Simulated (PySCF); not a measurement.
Bonds (- single, = double, # triple, : aromatic): C1-C2, C2-C3, C3-C4, C4=C5, C5-B6, B6-O7, B6-O8, C4-C2. C1 carries H9, H10, H11; C2 carries H12; C3 carries H13, H14; C5 carries H15; O7 carries H16; O8 carries H17. Stereochemistry as in C[C@@H]1C/C1=C/B(O)O. H13 is cis to C1 on the ring; H14 is trans to C1 on the ring.

Geometry: PBE0-D3(BJ)/def2-SVP; GIAO shifts from PySCF 2.14, gas phase, non-relativistic, averaged over equivalent atoms.

At B3LYP/pcSseg-1 (181 basis functions, 43 s wall time on 1 thread of an Arm Neoverse N1, shared host):
| atoms | δ (ppm) |
| --- | --- |
| C4 | 170.9 |
| C5 | 114.5 |
| C1 | 19.6 |
| C2 | 15.0 |
| C3 | 11.7 |
| B6 | 26.8 |
| O7/O8 | 118.3 |
| H15 | 5.53 |
| H16/H17 | 3.50 |
| H12 | 1.51 |
| H9/H10/H11 | 1.25 |
| H14 | 1.24 |
| H13 | 0.62 |

Scale: 13C (σref 179.24) and 1H (σref 31.38) against TMS; 11B (σref 97.83) against BF3·OEt2; 17O (σref 334.04) vs H2O (reference shieldings calculated alike).

Problem. Predict the values at PBE0/pcSseg-1 on the same geometry.

Solution. 
| atoms | δ at PBE0/pcSseg-1 | change |
| --- | --- | --- |
| C4 | 169.7 | -1.2 |
| C5 | 114.7 | +0.2 |
| C1 | 18.9 | -0.7 |
| C2 | 14.3 | -0.7 |
| C3 | 11.7 | +0.0 |
| B6 | 26.5 | -0.3 |
| O7/O8 | 116.4 | -1.9 |
| H15 | 5.67 | +0.14 |
| H16/H17 | 3.55 | +0.05 |
| H12 | 1.50 | -0.01 |
| H9/H10/H11 | 1.23 | -0.02 |
| H14 | 1.26 | +0.02 |
| H13 | 0.64 | +0.02 |

References, each an isolated molecule treated in the same way: 13C (σref 184.41) and 1H (σref 31.27) vs TMS; 11B (σref 100.73) against BF3·OEt2; H2O for 17O (σref 334.56).

The largest change is at O7/O8 (oxygen bonded to B, H). Cost: 181 basis functions, 55 s wall time on 1 thread of an Arm Neoverse N1, shared host. The order of the carbon signals is the same at both levels.

A carbon bonded to boron is broadened by the quadrupolar boron nucleus and is often missing from a measured spectrum. Experimental scales use liquid or dissolved standards, which lie at an offset from isolated H2O (liquid H2O: subtract about 36 ppm).
